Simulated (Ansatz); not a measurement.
Reaction (cleavage of the In–Sb bond): `[NH2][Sb]([SiH3])[InH2]` + `C[SeH]` → `C[Se][InH2]` + `[NH2][SbH][SiH3]`

Gas-phase electronic energies from Ansatz, PBE0-D4/def2-TZVP geometries. CBS: MP2 limit from def2 TZ/QZ plus the TZ coupled-cluster correction, frozen cores. Functionals use def2-TZVPP. Elements past krypton have def2 core potentials. For In, Sb, Se outer-core shells are correlated without core-valence functions, which leaves a few kJ/mol of doubt a bond. Scalar relativity is left out up to krypton. Each species was taken in one conformer, which may not be the lowest.

| level | ΔE (kJ/mol) |
| --- | --- |
| revPBE | -29.7 |
| r2SCANh | -26.6 |

Question: What does CCSD(T)/CBS give? (An estimate is asked.)

Answer: Computed: -17.6 kJ/mol. The listed levels differ from it by -12.1, -9.0 kJ/mol.

Largest T1 diagnostic among the species: 0.015.

The D4 term adds +6.4 kJ/mol with B3LYP and +3.5 kJ/mol with PBE0; it sums over pairs of atoms, weighted by their polarisabilities, and B3LYP, whose exchange is more repulsive, gets the larger term. In def2-TZVPP, CCSD(T) changes the Hartree–Fock value by +25.2 kJ/mol (the triples alone add +3.2 kJ/mol) and MP2 by +32.0 kJ/mol.

B3LYP here is the variant with VWN-RPA as its local correlation; programs differ in this.
